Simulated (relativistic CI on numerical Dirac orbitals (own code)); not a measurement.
**V2+ in a cubic cluster: L2,3 absorption with charge transfer**

Computed with a charge-transfer multiplet model of a cubic metal-ligand cluster with up to one ligand hole, Slater and spin-orbit integrals from Dirac-Coulomb-Breit ions, Slater integrals scaled by 0.7. The ground state mixes d3 with configurations of k ligand holes L, whose averages lie at kΔ + k(k − 1)U_dd/2; a core hole lowers each added d electron by U_cd. 300 K, Lorentzian 0.4 eV and Gaussian 0.3 eV FWHM.

Atomic integrals in eV (Slater integrals scaled, ζ unscaled), ground: F2dd 6.242, F4dd 3.880, zeta_d 0.019; with the core hole: F2dd 6.869, F4dd 4.275, zeta_d 0.030, zeta_core 4.613, F2cd 3.776, G1cd 2.721, G3cd 1.543.

Cluster parameters (eV): Δ = 7.2, U_cd = 7.8, 10Dq = 1.5, 10Dq(ligand) = 0.6, V(eg) = 1.5, V(t2g) = -0.72, final-state hopping factor = 1.

```csv
Case,n_d,d3,d4L,S
U_dd = 5.4 eV,3.12,0.88,0.12,1.50
U_dd = 6.1 eV,3.12,0.88,0.12,1.50
U_dd = 7.5 eV,3.12,0.88,0.12,1.50
```

Weights, n_d and S are thermal averages at 300 K. Photon energies count from the first peak over 30 % of the highest in each spectrum, which can be another peak from case to case. The parameters are a model scan and need not match a compound or its usual spin state. Peaks in eV (height, largest 100):
- U_dd = 5.4 eV: 0.0 (65), 1.0 (100), 3.3 (14), 7.1 (76), 8.0 (42), 8.8 (47)
- U_dd = 6.1 eV: 0.0 (65), 1.0 (100), 7.1 (83), 8.1 (42), 8.8 (47)
- U_dd = 7.5 eV: 0.0 (66), 1.0 (100), 7.1 (87), 8.0 (40), 8.8 (49)

Curve for U_dd = 5.4 eV (points under 2 left out, the grid thinned):

```
E (eV)  Intensity
  -2.4        2.0
  -2.1        2.6
  -1.8        3.8
  -1.4        7.0
  -1.1       15.2
  -0.8       25.6
  -0.5       35.4
  -0.1       61.6
   0.2       57.5
   0.5       59.2
   0.8       92.2
   1.2       94.8
   1.5       83.9
   1.8       79.0
   2.1       56.4
   2.4       34.5
   2.8       18.7
   3.1       14.5
   3.4       14.2
   3.7       12.4
   4.1        9.7
   4.4        9.2
   4.7        7.9
   5.0        7.0
   5.3        7.4
   5.7        9.8
   6.0       15.7
   6.3       29.1
   6.6       44.5
   7.0       72.7
   7.3       69.9
   7.6       50.7
   7.9       42.0
   8.2       41.5
   8.6       43.6
   8.9       46.7
   9.2       31.5
   9.5       16.2
   9.9        9.0
  10.2        6.4
  10.5        4.6
  10.8        3.7
  11.2        2.7
  11.5        2.4
  11.8        2.1
```

For the case U_dd = 6.1 eV, Δ = 7.2 eV is larger than U_dd = 6.1 eV, the Mott-Hubbard side of the Zaanen-Sawatzky-Allen scheme. With the core hole the configuration with one ligand hole lies at Δ + U_dd − U_cd = 4.8, 5.5, 6.9 eV from the one without, in the order of the table; where this is negative the screened configuration lies lower.

With at most 1 ligand hole the space is cut while the next configuration still counts, so covalency is underestimated, and a final configuration with one more ligand hole, which can lie low, is missing from the spectra.
